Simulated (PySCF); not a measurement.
Gas-phase equilibrium of 1 mol SnCl4, 1.7 mol H2O at 2000 K and 0.00100 bar, among 27 species (ClO, SnCl4, O2, HCl, O, SnH2, HO2, SnO, SnHCl3, SnCl3, H2O, H, HOCl, H2O2, O3, H2, SnH4, SnCl2, SnH2Cl2, Cl, Cl2, SnO2, SnH3Cl, Sn2O2, SnHCl, Sn(OH)2, OH). Only gases are allowed; each row takes one source of thermochemistry for all species, and Cantera finds the minimum.

Computed with PySCF (xtb for GFN2) and rigid-rotor harmonic-oscillator thermochemistry at 1 bar. † marks an energy on the PBE0/def2-TZVP geometry and frequencies; other levels use their own. Open shells (unrestricted) among the columns below: O2 (multiplicity 3), H (multiplicity 2), Cl (multiplicity 2, electronic degeneracy 6), OH (multiplicity 2, electronic degeneracy 4); the rest are closed-shell singlets. GFN2 has no spin-polarisation term. Spin-orbit splitting is ignored; it lowers the true energy and changes the entropy of Cl, OH. B3LYP is the form with VWN-RPA correlation. Sn: scalar-relativistic def2 core potential, no spin-orbit coupling. The harmonic model lacks anharmonicity and excited electronic states, which grow with temperature; levels with a mode under 35 cm⁻¹ are left out. Soft modes under 120 cm⁻¹ make the harmonic entropy rough for SnCl2.

Molecules larger than those listed are left out. Also missing: (SnO)n, which can matter at low temperature or high pressure.

With B3LYP/def2-TZVP† thermochemistry: HCl 0.42, Cl 0.26, H2O 0.066, SnO 0.16, SnCl2 0.019, O2 0.033, H2 0.020, H 0.0072, OH 0.0096, Cl2 3.8e-5.

Question: How far does the composition move with the other sources (BLYP/def2-TZVP†, GFN2-xTB, PBE/def2-TZVP†, PBE0/def2-TZVP, LDA/def2-TZVP†)?

Answer: 
| thermochemistry | x HCl | x Cl | x H2O | x SnO | x SnCl2 | x O2 | x H2 | x H | x OH | x Cl2 |
|---|---|---|---|---|---|---|---|---|---|---|
| B3LYP/def2-TZVP† | 0.42 | 0.26 | 0.066 | 0.16 | 0.019 | 0.033 | 0.020 | 0.0072 | 0.0096 | 3.8e-5 |
| BLYP/def2-TZVP† | 0.45 | 0.25 | 0.042 | 0.17 | 0.0053 | 0.041 | 0.028 | 0.0092 | 0.0046 | 6.5e-5 |
| GFN2-xTB | 0.26 | 0.36 | 0.18 | 0.13 | 0.052 | 5.5e-6 | 0.0029 | 0.00046 | 4.9e-5 | 0.0059 |
| PBE/def2-TZVP† | 0.53 | 0.16 | 0.035 | 0.16 | 0.030 | 0.062 | 0.011 | 0.010 | 0.0024 | 0.00019 |
| PBE0/def2-TZVP | 0.46 | 0.18 | 0.075 | 0.13 | 0.064 | 0.055 | 0.012 | 0.011 | 0.0095 | 5.6e-5 |
| LDA/def2-TZVP† | 0.60 | 0.039 | 0.052 | 0.11 | 0.096 | 0.095 | 0.0017 | 0.0014 | 0.00028 | 0.00096 |
The most sensitive of these is O2: it spans a factor of 10^4.2 over these rows; at this temperature one factor of ten is RT ln 10 = 38 kJ/mol.
